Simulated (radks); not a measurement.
Question: These are the eigenvalues of the occupied orbitals of an atom or ion with whole-number occupations (hartree). Method: Dirac Kohn-Sham, PBE, spin-unpolarised, spherical densities, point nucleus; computed with a radial shooting solver on a logarithmic mesh with Libxc functionals.

1s1/2: -2248.373
2s1/2: -381.0633
2p1/2: -363.4466
2p3/2: -324.9639
3s1/2: -86.21945
3p1/2: -78.45491
3p3/2: -70.28620
3d3/2: -57.09099
3d5/2: -55.30634
4s1/2: -17.31564
4p1/2: -14.17561
4p3/2: -12.32903
4d3/2: -7.17075
4d5/2: -6.83491
5s1/2: -2.45745
5p1/2: -1.59822
5p3/2: -1.36445
4f5/2: -0.57934
4f7/2: -0.53044
6s1/2: -0.40052

Which element is it, and in what charge state? The configuration may be excited. Open shells, if any, are shared by 2j + 1.

Answer: Z = 70, ytterbium, charge +1: Yb+ in [Kr] 4d10 4f14 5s2 5p5 6s2. The list shows which subshells hold electrons but not how many an open one holds; the 1s level, -2248.4 hartree, gives Z - s = 67.1 by -(Z - s)^2/2, which with screening and relativity narrows Z to a few neighbours, and the depths of the outer levels then fix element, charge and occupations together.
